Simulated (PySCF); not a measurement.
Correlation energy of Ar¹⁶⁺ (argon, charge +16)

1s2, closed-shell 1S. Calculation: PySCF 2.14, in an even-tempered Gaussian basis (17 s from 12 bohr⁻², ratio 2.2; 7 p from 19 bohr⁻², ratio 2.4; 4 d from 56 bohr⁻², ratio 2.4; 3 f from 85 bohr⁻², ratio 2.4; 3 g from 130 bohr⁻², ratio 2.4); the spin-free X2C one-electron Hamiltonian (Gaussian nucleus). Frozen: nothing; 2 electrons correlated; the 12 highest virtual orbitals of each spin left out.

With two correlated electrons CCSD is exact within the correlated space (frozen core and kept virtual orbitals).

```json
{"level": "CCSD", "correlation energy (mhartree)": "-46.84"}
```

Diagnostics: T1 = 8.6e-06, D1 = 0.0000, largest double amplitude 0.002.

Cost of the coupled-cluster step: roughly 3 core-seconds, for 2 correlated electrons.
